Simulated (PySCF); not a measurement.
PySCF input (TPSSh/def2-TZVPD):

```python
from pyscf import gto, scf, dft

mol = gto.M(
    atom='''
    Sb   -0.00000000   -0.00000000   -1.29667752
    Sb    0.00000000    0.00000000    1.29667752
    ''',
    basis='def2-tzvpd',
    ecp='def2-tzvp',
    charge=1,
    spin=1,
    symmetry='D2h',
    verbose=4,
)

mf = dft.UKS(mol, xc='tpssh').density_fit(auxbasis='def2-universal-jkfit')
mf.grids.level = 3
mf.conv_tol = 1e-9
mf.max_cycle = 100
mf.max_memory = 1500
mf.kernel()
if not mf.converged:
    mf = mf.newton()
    mf.kernel(mf.make_rdm1())
mf.analyze()
```

Output:

```
PySCF version 2.14.0

[INPUT] verbose = 4
[INPUT] num. atoms = 2
[INPUT] num. electrons = 45
[INPUT] charge = 1
[INPUT] spin (= nelec alpha-beta = 2S) = 1
[INPUT] symmetry D2h subgroup None
[INPUT] Mole.unit = angstrom
[INPUT] Symbol           X                Y                Z      unit          X                Y                Z       unit  Magmom
[INPUT]  1 Sb     0.000000000000   0.000000000000  -1.296677520000 AA    0.000000000000   0.000000000000  -2.450365384680 Bohr   0.0
[INPUT]  2 Sb     0.000000000000   0.000000000000   1.296677520000 AA    0.000000000000   0.000000000000   2.450365384680 Bohr   0.0

nuclear repulsion = 107.943085408267
point group symmetry = Dooh, use subgroup D2h
symmetry origin: [0. 0. 0.]
symmetry axis x: [1. 0. 0.]
symmetry axis y: [0. 1. 0.]
symmetry axis z: [0. 0. 1.]
num. orbitals of irrep Ag = 24
num. orbitals of irrep B1g = 6
num. orbitals of irrep B2g = 13
num. orbitals of irrep B3g = 13
num. orbitals of irrep Au = 6
num. orbitals of irrep B1u = 24
num. orbitals of irrep B2u = 13
num. orbitals of irrep B3u = 13
number of shells = 36
number of NR pGTOs = 194
number of NR cGTOs = 112
basis = def2-tzvpd
ecp = def2-tzvp

******** <class 'pyscf.df.df_jk.DFSymAdaptedUKS'> ********
method = DFSymAdaptedUKS
initial guess = minao
damping factor = 0
level_shift factor = 0
DIIS = <class 'pyscf.scf.diis.CDIIS'>
diis_start_cycle = 1
diis_space = 8
diis_damp = 0
SCF conv_tol = 1e-09
SCF conv_tol_grad = None
SCF max_cycles = 100
direct_scf = False
number electrons alpha = 23  beta = 22
XC library pyscf.dft.libxc version 7.1.2
    S. Lehtola, C. Steigemann, M. J. T. Oliveira, and M. A. L. Marques,  SoftwareX 7, 1–5 (2018)
XC functionals = tpssh
    V. N. Staroverov, G. E. Scuseria, J. Tao, and J. P. Perdew,  J. Chem. Phys. 119, 12129 (2003)
radial grids:
    Treutler-Ahlrichs [JCP 102, 346 (1995); DOI:10.1063/1.469408] (M4) radial grids

becke partition: Becke, JCP 88, 2547 (1988); DOI:10.1063/1.454033
pruning grids: <function nwchem_prune>
grids dens level: 3
symmetrized grids: D2h
atomic radii adjust function: <function treutler_atomic_radii_adjust>
small_rho_cutoff = 0
[...]
beta  HOMO (B2u) = -0.426819275373322  LUMO (B3u) = -0.394095329462094
  HOMO = -0.426819275373  LUMO = -0.394095329462  gap/eV = 0.89046
Extra cycle  E= -480.060244519267  delta_E= -1.59e-12  |g|= 5.75e-07  |ddm|= 2.79e-06
converged SCF energy = -480.060244519267  <S^2> = 0.75237926  2S+1 = 2.0023778
**** SCF Summaries ****
Total Energy =                        -480.060244519267030
Nuclear Repulsion Energy =             107.943085408267137
One-electron Energy =                -1044.601616423495443
Two-electron Energy =                  456.598286495961190
Two-electron Coulomb Energy =          494.920529072427939
DFT Exchange-Correlation Energy =      -38.322242576466763
HOMO-LUMO gap [eV] =                     0.890463924288009
Wave-function symmetry = B3u
alpha occupancy for each irrep:     Ag  B1g  B2g  B3g   Au  B1u  B2u  B3u
                                     6    1    2    2    1    5    3    3
beta  occupancy for each irrep:     Ag  B1g  B2g  B3g   Au  B1u  B2u  B3u
                                     6    1    2    2    1    5    3    2
**** MO energy ****
alpha MO #1 (Ag #1), energy= -5.87587288720638 occ= 1
alpha MO #2 (B1u #1), energy= -5.87581862317889 occ= 1
alpha MO #3 (B3u #1), energy= -4.12179652132798 occ= 1
alpha MO #4 (B2g #1), energy= -4.12173386283709 occ= 1
alpha MO #5 (B2u #1), energy= -4.11294623399694 occ= 1
alpha MO #6 (B3g #1), energy= -4.11288467589868 occ= 1
alpha MO #7 (Ag #2), energy= -4.10914032063795 occ= 1
alpha MO #8 (B1u #2), energy= -4.10837848229437 occ= 1
alpha MO #9 (Ag #3), energy= -1.50190712545587 occ= 1
alpha MO #10 (B1u #3), energy= -1.49857066174031 occ= 1
alpha MO #11 (B1g #1), energy= -1.49802286024846 occ= 1
alpha MO #12 (B3u #2), energy= -1.49776389599476 occ= 1
alpha MO #13 (Au #1), energy= -1.49733739985237 occ= 1
alpha MO #14 (Ag #4), energy= -1.49334445403221 occ= 1
alpha MO #15 (B2g #2), energy= -1.49209291620091 occ= 1
alpha MO #16 (B2u #2), energy= -1.48952099444762 occ= 1
alpha MO #17 (B3g #2), energy= -1.4840186765866 occ= 1
alpha MO #18 (B1u #4), energy= -1.48106812725918 occ= 1
alpha MO #19 (Ag #5), energy= -0.790312684726694 occ= 1
alpha MO #20 (B1u #5), energy= -0.669249596483164 occ= 1
alpha MO #21 (Ag #6), energy= -0.457307290383109 occ= 1
alpha MO #22 (B3u #3), energy= -0.455444810207785 occ= 1
alpha MO #23 (B2u #3), energy= -0.433823510687517 occ= 1
alpha MO #24 (B2g #3), energy= -0.34916687831099 occ= 0
alpha MO #25 (B3g #3), energy= -0.33010962744626 occ= 0
alpha MO #26 (B1u #6), energy= -0.217584815409633 occ= 0
alpha MO #27 (Ag #7), energy= -0.152326316066763 occ= 0
alpha MO #28 (B1g #2), energy= -0.116629059927563 occ= 0
alpha MO #29 (Ag #8), energy= -0.115548264672127 occ= 0
alpha MO #30 (B3u #4), energy= -0.093677461921148 occ= 0
alpha MO #31 (B1u #7), energy= -0.0900746074295782 occ= 0
alpha MO #32 (B2u #4), energy= -0.0834536107619774 occ= 0
alpha MO #33 (Ag #9), energy= -0.0696845592608515 occ= 0
alpha MO #34 (B3u #5), energy= -0.0523270197820187 occ= 0
alpha MO #35 (B2u #5), energy= -0.0419886333282591 occ= 0
alpha MO #36 (Au #2), energy= -0.0413847820204309 occ= 0
alpha MO #37 (B1u #8), energy= -0.0412103446121872 occ= 0
alpha MO #38 (B2g #4), energy= -0.0403809038649996 occ= 0
alpha MO #39 (B3g #4), energy= -0.034701740450644 occ= 0
alpha MO #40 (B1u #9), energy= -0.0121623560620971 occ= 0
alpha MO #41 (Ag #10), energy= 0.0484254933310986 occ= 0
alpha MO #42 (B2g #5), energy= 0.0819809111012741 occ= 0
alpha MO #43 (B3u #6), energy= 0.0837876477609045 occ= 0
alpha MO #44 (B3g #5), energy= 0.0898596123191737 occ= 0
alpha MO #45 (B2u #6), energy= 0.0947624348210976 occ= 0
alpha MO #46 (Ag #11), energy= 0.0969208758699001 occ= 0
alpha MO #47 (B1g #3), energy= 0.0970692649811209 occ= 0
alpha MO #48 (B1u #10), energy= 0.10538416411709 occ= 0
alpha MO #49 (Ag #12), energy= 0.131618466742802 occ= 0
alpha MO #50 (Au #3), energy= 0.157121622822647 occ= 0
alpha MO #51 (B1u #11), energy= 0.157303663758979 occ= 0
alpha MO #52 (B2g #6), energy= 0.197438377117003 occ= 0
alpha MO #53 (B3g #6), energy= 0.209146441863023 occ= 0
alpha MO #54 (Ag #13), energy= 0.248182739868543 occ= 0
alpha MO #55 (B1u #12), energy= 0.255941386735735 occ= 0
alpha MO #56 (B1u #13), energy= 0.423292425876612 occ= 0
alpha MO #57 (Ag #14), energy= 0.446991225848172 occ= 0
alpha MO #58 (B1g #4), energy= 0.44756062196852 occ= 0
alpha MO #59 (B3u #7), energy= 0.465229513844489 occ= 0
alpha MO #60 (B2u #7), energy= 0.480987182645998 occ= 0
alpha MO #61 (B3u #8), energy= 0.505386244317926 occ= 0
alpha MO #62 (B2u #8), energy= 0.505722945428794 occ= 0
alpha MO #63 (Ag #15), energy= 0.522301601378383 occ= 0
alpha MO #64 (B3g #7), energy= 0.542933666455861 occ= 0
alpha MO #65 (B2g #7), energy= 0.542941112167575 occ= 0
alpha MO #66 (B3u #9), energy= 0.584032208322114 occ= 0
alpha MO #67 (B2u #9), energy= 0.598587040331059 occ= 0
alpha MO #68 (Au #4), energy= 0.641711000337893 occ= 0
alpha MO #69 (B1u #14), energy= 0.642090279571397 occ= 0
alpha MO #70 (B2g #8), energy= 0.673457000650746 occ= 0
alpha MO #71 (B3g #8), energy= 0.686926960212024 occ= 0
alpha MO #72 (B1u #15), energy= 0.761407986677794 occ= 0
alpha MO #73 (Ag #16), energy= 0.801523037103059 occ= 0
alpha MO #74 (B2g #9), energy= 0.89545611782441 occ= 0
alpha MO #75 (B3g #9), energy= 0.914099236123454 occ= 0
alpha MO #76 (B1u #16), energy= 0.992584446990015 occ= 0
alpha MO #77 (B1g #5), energy= 1.07726882419432 occ= 0
alpha MO #78 (Ag #17), energy= 1.07746562681284 occ= 0
alpha MO #79 (B2g #10), energy= 1.11292663864795 occ= 0
alpha MO #80 (Au #5), energy= 1.11304653191951 occ= 0
alpha MO #81 (B1u #17), energy= 1.11318827827096 occ= 0
alpha MO #82 (B3u #10), energy= 1.11903085634586 occ= 0
alpha MO #83 (B3g #10), energy= 1.12548543921736 occ= 0
alpha MO #84 (B2u #10), energy= 1.13260509070156 occ= 0
alpha MO #85 (Ag #18), energy= 1.19257349814951 occ= 0
alpha MO #86 (B1u #18), energy= 1.34085177915764 occ= 0
alpha MO #87 (B1g #6), energy= 2.05013933663212 occ= 0
alpha MO #88 (Ag #19), energy= 2.05016292378895 occ= 0
alpha MO #89 (B3u #11), energy= 2.0738825241726 occ= 0
alpha MO #90 (B2u #11), energy= 2.07390358455555 occ= 0
alpha MO #91 (B3g #11), energy= 2.101753081768 occ= 0
alpha MO #92 (B2g #11), energy= 2.10175728891161 occ= 0
alpha MO #93 (B3u #12), energy= 2.12567454645343 occ= 0
alpha MO #94 (B2u #12), energy= 2.13721313601428 occ= 0
alpha MO #95 (B1u #19), energy= 2.18199691794205 occ= 0
alpha MO #96 (Au #6), energy= 2.18206567164133 occ= 0
alpha MO #97 (B2g #12), energy= 2.33937113524844 occ= 0
alpha MO #98 (B3g #12), energy= 2.35083647967299 occ= 0
alpha MO #99 (Ag #20), energy= 2.38800434985634 occ= 0
alpha MO #100 (B1u #20), energy= 2.43403292756654 occ= 0
alpha MO #101 (Ag #21), energy= 3.21675042713999 occ= 0
alpha MO #102 (B1u #21), energy= 3.40090356179104 occ= 0
[...]
```
